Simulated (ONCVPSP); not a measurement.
**Potentials for chlorine compared**

Generated with ld1.x 7.5 (TM, RRKJ, ultrasoft, PAW), atompaw 4.2 or ONCVPSP 4.0.1. The cutoff is in Ry: for ld1.x and atompaw files where the sum of valence levels is converged to 10 mRy in a Bessel basis, for ONCV files where the hardest occupied wave has 1 mHa per electron of residual kinetic energy. The error is the largest all-electron minus pseudo excitation energy over each file’s own four to seven test configurations (ionisations up to +4, promotions, holes and added fractions of an electron), all of which were solved. The labels leave out finer settings (local radius, basis sizes, second energies), which also bear on the numbers. Spin-polarised tests are not counted. The rows are a selection from randomly drawn settings: files with unsolved tests, undetermined cutoffs or missed reference levels are left out.

A true bound ghost makes a file unfit for plane-wave use even where its test errors are small: the radial tests pick states by their node count and pass the ghost by.

| potential | cutoff (Ry) | largest error (meV) | bound ghosts |
| --- | --- | --- | --- |
| ONCV, PBE, scalar-relativistic, rc 1.25/1.55/1.25 (spd), local smoothed, core correction no, reference 3s2 3p5, qcut 4/5.4/7.3, projectors 2/2/2 | 120 | +33 | none |
| ONCV, PBE, non-relativistic, rc 1.20/1.10/1.05 (spd), local smoothed, core correction no, reference 3s2 3p4, qcut 5.1/7.8/8.6, projectors 3/2/2 | 47 | +29 | s |
| ONCV, PBEsol, scalar-relativistic, rc 1.40/1.05 (sp), local p, core correction yes, reference 3s2 3p5, qcut 4.5/8.7, projectors 2/0 | 91 | +69 | none |
| ONCV, PBEsol, scalar-relativistic, rc 1.40/1.00/1.45 (spd), local smoothed, core correction yes, reference 3s1.75 3p5.25, qcut 3.8/7.5/6.1, projectors 2/2/3 | 150 | -3.6 | p |

Q: Fill in the row for Cl: ONCV, PBE, scalar-relativistic, rc 1.30/1.60/1.30 (spd), local s, core correction no, reference 3s2 3p5, qcut 4.2/5.8/8.5, projectors 0/2/3.

A: cutoff 156 Ry, largest error +58 meV, bound ghosts: none.

Q: Fill in the row for Cl: ONCV, LDA (Perdew-Zunger), scalar-relativistic, rc 1.46/1.46/1.46 (spd), local smoothed, core correction yes, reference 3s2 3p5, qcut 3.9/7.3/8.5, projectors 2/2/1.

A: cutoff 175 Ry, largest error +78 meV, bound ghosts: none.
